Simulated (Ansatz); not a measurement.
## A reaction path, image by image

ZnH3SOF, singlet, from ZnH₃SOF ([OH][Zn]([F])[SH2]) to a complex of ZnH₂SO ([OH][Zn][SH]) + HF; PBE0-D4/def2-SVP (Ansatz 0.2.0). Settings:

```yaml
hamiltonian: {xc: pbe0, dispersion: d4}
neb:
  images: 5
  climbing: true
  max_iterations: 40
  initial_path: idpp
```

First end:

```json
{"atom": "Zn1", "x (Å)": "0.0993", "y (Å)": "-0.7709", "z (Å)": "0.7095"}
{"atom": "F2", "x (Å)": "0.3154", "y (Å)": "-0.6097", "z (Å)": "2.4578"}
{"atom": "O3", "x (Å)": "0.1043", "y (Å)": "-1.3493", "z (Å)": "-0.9916"}
{"atom": "H4", "x (Å)": "0.2698", "y (Å)": "2.2427", "z (Å)": "0.2731"}
{"atom": "S5", "x (Å)": "-0.8239", "y (Å)": "1.5350", "z (Å)": "-0.0543"}
{"atom": "H6", "x (Å)": "0.3876", "y (Å)": "-2.2553", "z (Å)": "-1.1237"}
{"atom": "H7", "x (Å)": "-0.3523", "y (Å)": "1.2076", "z (Å)": "-1.2709"}
```

Second end:

Zn1  (-0.517, -0.503, -0.264)
F2  (1.071, 0.677, 1.353)
O3  (-0.346, -2.263, -0.139)
H4  (0.592, 1.349, 0.889)
S5  (-0.986, 1.601, -0.640)
H6  (0.327, -2.544, 0.485)
H7  (-0.141, 1.684, -1.683)
(Å)

The ends were relaxed with PBE0-D4 in triple zeta, so they are not quite minima here (largest force components 0.25 and 0.24 eV/Å).

Energies along the converged band: It took 14 iterations. Path lengths are measured after rigid turns and shifts between images are taken out.
```csv
image,path length (Å),energy (kJ/mol)
0,0.00,0.0
1,0.71,1.5
2,1.41,-0.1
3,2.12,-2.9
4 (climbing),2.83,4.9
5,3.36,-27.9
6,3.88,-30.0
```
Energies count from the first end.

The images between the ends:
Image 1:
```xyz
7
angstrom
Zn 0.1225 -0.7823 0.6315
F 0.5414 -0.2866 2.2694
O 0.0172 -1.5686 -0.9697
H 0.0271 2.1766 0.5255
S -0.9209 1.5120 -0.1709
H 0.3795 -2.4594 -0.9984
H -0.1667 1.4083 -1.2874
```

Image 2:
```xyz
7
angstrom
Zn 0.1442 -0.7440 0.5040
F 0.6774 0.0549 1.9961
O -0.0404 -1.8233 -0.9029
H -0.0815 1.9625 0.6912
S -0.9809 1.5356 -0.2265
H 0.4134 -2.6648 -0.7940
H -0.1320 1.6791 -1.2679
```

Image 3:
```xyz
7
angstrom
Zn 0.1990 -0.6921 0.3525
F 0.8415 0.3316 1.6728
O -0.0910 -2.0450 -0.7682
H -0.2454 1.7693 0.7682
S -1.0295 1.5660 -0.3290
H 0.3714 -2.8490 -0.5111
H -0.0458 1.9192 -1.1851
```

Image 4:
```xyz
7
angstrom
Zn -0.0243 -0.5706 0.1066
F 0.8273 0.5534 1.3810
O -0.1360 -2.2114 -0.5857
H 0.0140 1.4668 0.7766
S -1.0191 1.6384 -0.2970
H 0.4439 -2.8388 -0.1419
H -0.1057 1.9622 -1.2396
```

Image 5:
```xyz
7
angstrom
Zn -0.2660 -0.4953 -0.0850
F 0.9210 0.6799 1.3222
O -0.2532 -2.2462 -0.3891
H 0.3569 1.3768 0.9066
S -1.0195 1.6176 -0.4650
H 0.3485 -2.7903 0.1261
H -0.0875 1.8575 -1.4158
```

The band counts as converged below 0.05 eV/Å. The run took about 120 s on 4 CPU threads of an Arm Neoverse V1 (shared host).
